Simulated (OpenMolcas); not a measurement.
**4s2 4p along the 31-electron sequence**

```
Program             : OpenMolcas 26.06
Method              : CASSCF
Basis               : ANO-RCC-VQZP
Scalar Hamiltonian  : DKH2, point nucleus
Spin-orbit coupling : RASSI with atomic mean-field integrals over the reference wave functions, term energies averaged over their components
```

Active space for each ion: 1 electron in 3 orbitals (4p).

Computed levels in cm-1 above 2P* 1/2:

```csv
Level,As2+,Se3+,Br4+,Kr5+
2P* 3/2,2593,3910,5506,7398
weight of 2P* in the lowest level (%),100,100,100,100
```

Measured, with the error of the calculation in %. Measured levels: As2+, Se3+, Br4+ from Moore, Atomic Energy Levels, vol. II, NSRDS-NBS 35 (1971 reprint of NBS Circular 467, 1952); Kr5+ from Saloman, J. Phys. Chem. Ref. Data 36, 215 (2007).

```json
{"Level": "2P* 3/2", "As2+": "2940 (-11.8)", "Se3+": "4376 (-10.6)", "Br4+": "6090 (-9.6)", "Kr5+": "8110 (-8.8)"}
```

The fine-structure level 2P* 3/2 changes by a factor of 2.85 from As2+ to Kr5+. Its fourth root runs 7.14, 7.91, 8.61, 9.27, with steps per unit of Z of 0.77, 0.71, 0.66; equal steps would mean a (Z - σ)^4 law with constant σ.

With one active electron the reference holds no correlation, so core polarisation is missing. Computed and measured levels are paired by configuration, term and J; levels that our copy of the source lacks, or whose pairing is in doubt (as where it misses far off the trend of its configuration), stay unpaired and out of the deviations. Levels of configurations outside the active space are missing.

* marks odd parity.
